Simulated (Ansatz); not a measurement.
Input file for Ansatz (a quantum-chemistry and plane-wave program): R-PBE0/def2-TZVPPD on H2O (SMILES O). The basis file is the Basis Set Exchange's JSON of that set.

Ansatz 0.2 input:
```yaml
crystal:
  periodic: [false, false, false]
  atoms:
    - {symbol: O, position_ang: [-0.00000000, 0.00000000, 0.38961139]}
    - {symbol: H, position_ang: [0.00000000, 0.76498632, -0.19485569]}
    - {symbol: H, position_ang: [0.00000000, -0.76498632, -0.19485569]}
basis:
  gaussian:
    orbitals: def2-TZVPPD.json
hamiltonian:
  xc: {name: PBE0}
scf: {lower_state_search: off}
```

Program output:

```
WARN ansatz: RAYON_NUM_THREADS=4 ignored (pool sized by the plan → 4); use --threads N
Functional definition: PBE0
these checks for a lower state are left out or cut short: stability, starts, cluster_reference, orbital_swaps, neighbouring_geometries, increment
integrals: 0.01 GiB planned
302 factors; their error is unknown
mean field: 0.13 GiB planned
mean field evaluation 1: about -2074.4763 eV, gradient 5.0e1 eV
mean field evaluation 2: about -2067.2289 eV, gradient 8.0e1 eV
mean field evaluation 4: about -2078.4883 eV, gradient 2.7e-1 eV
mean field evaluation 8: about -2078.4951 eV, gradient 2.0e-3 eV
mean field -2078.49514526 eV, -76.3832877337 hartree, gradient 6.9e-7 eV, S^2 0.000000; 0 other end points of the search recorded, 0 dependent functions left out
reference -2078.49517481 eV, -76.3832888195 hartree; 5, 5 occupied and 69, 69 virtual orbitals, 302 factors
Total energy: -2078.49517481 eV, -76.3832888195 hartree
Checks for a lower state left out: stability, starts, cluster_reference, orbital_swaps, neighbouring_geometries, increment
```

The calculation finished and met its thresholds.

Cost: around 0.28 core-seconds (rough).
